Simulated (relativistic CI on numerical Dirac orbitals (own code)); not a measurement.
Slater and spin-orbit integrals, Sn46+

Computed by Dirac-Coulomb-Breit CI, KLI orbitals optimised for each configuration, model QED (radiative potential, 1s self-energy scaled to tabulated hydrogen-like ionisation energies), unscaled Slater integrals (own radial code, finite nucleus).

Slater integrals F^k, G^k are unscaled and averaged over j, outside the closed core 1s2; ζ comes from projecting the Hamiltonian with its Breit term on Σ l·s of the shell.

- 2s2p: G^1(2s,2p) = 984170, ζ(2p) = 1.4098e+06 cm⁻¹; <r>(2s) = 0.1178, <r^2>(2s) = 0.01632, <r>(2p) = 0.1014, <r^2>(2p) = 0.01244 (bohr units).
- 2p²: F^2(2p,2p) = 937830, ζ(2p) = 1.4035e+06 cm⁻¹; <r>(2p) = 0.1016, <r^2>(2p) = 0.01247 (bohr units).
- 2p3s: ζ(2p) = 1.4278e+06, G^1(2p,3s) = 101410 cm⁻¹; <r>(2p) = 0.1011, <r^2>(2p) = 0.01236, <r>(3s) = 0.2716, <r^2>(3s) = 0.084 (bohr units).

Averages of the first 10 configurations, taken without configuration mixing, which lowers the lowest level and can move excited configurations by several eV; other configurations of the list can lie among them:

```
Configuration  Parity  States  Average energy above the lowest level (eV)
          2s²    even       1                                         9.8
         2s2p     odd      12                                       288.5
          2p²    even      15                                       607.7
         2p3s     odd      12                                      4870.0
         2p3p    even      36                                      4959.0
         2s3s    even       4                                      4577.9
         2s3p     odd      12                                      4670.1
         2s3d    even      20                                      4734.1
         2s4s    even       4                                      6146.1
         2s4p     odd      12                                      6184.2
```
